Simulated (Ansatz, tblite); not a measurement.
Cost and result up the ladder for Ga13Sb11F6 (30 atoms). The state is a singlet with charge 0. Geometry: PBE-D4/def2-SVP.

Cartesian coordinates in Å:
```
Sb -2.617 -2.649 -2.711
Sb -3.981 -0.821 -0.954
Sb 0.797 -0.922 5.442
Sb -3.253 0.911 3.030
Sb 0.034 -1.800 0.971
Sb 3.649 -0.133 -0.974
Sb -0.143 1.067 -2.114
Sb 1.285 2.627 1.801
Sb 1.213 -1.152 -5.442
Sb 2.931 3.471 -4.560
Sb -2.290 3.889 -0.182
Ga -0.475 -3.245 -1.187
Ga 0.210 -2.632 3.481
Ga 1.972 -1.020 -2.813
Ga -2.373 -0.751 1.150
Ga -0.801 -1.003 -3.665
Ga -2.597 1.471 -0.995
Ga -1.614 -0.516 4.489
Ga 0.815 1.326 4.000
Ga -1.379 2.419 1.781
Ga 1.254 0.470 0.220
Ga 3.104 2.123 -2.281
Ga 0.497 4.152 -2.267
Ga 1.512 1.358 -4.663
F -0.142 -4.993 -1.077
F 0.482 -4.376 3.705
F 1.201 -2.713 -2.179
F -1.773 -2.402 3.844
F 0.065 2.460 5.192
F 2.414 3.386 -1.039
```

Ansatz on 11 threads of AMD EPYC 7R13 on a shared host and a whole NVIDIA H100 80GB HBM3; xTB runs through tblite on one thread. Times are rough, summed over both states, and most runs start from the orbitals of an earlier one. No level here is sound enough to serve as a yardstick. The other state is a doublet.

In the def2 sets Sb takes a core potential; there is no spin–orbit coupling. The xTB rows come from tblite. Single mean-field runs in def2-SVP are fitted with def2-universal-jkfit.

Raw xTB energies of ions are shifted by several eV.

```
                         level  functions  vertical IE (eV)                                  remarks
               B97M-V/def2-SVP        786              5.88  restricted SCF unstable in HF (singlet)
PBE0-D4/def2-SVP (with forces)        786              6.07  restricted SCF unstable in HF (singlet)
 PBE-D4/def2-SVP (with forces)        786              5.99  restricted SCF unstable in HF (singlet)
                      GFN1-xTB        240              9.92                                        –
```

**Question.** Estimate how long each takes.

**Answer.** GFN1-xTB 1.2 s; PBE-D4/def2-SVP (with forces) 13 s; B97M-V/def2-SVP 20 s; PBE0-D4/def2-SVP (with forces) 33 s. On shared hardware such times vary by a factor of up to 3.
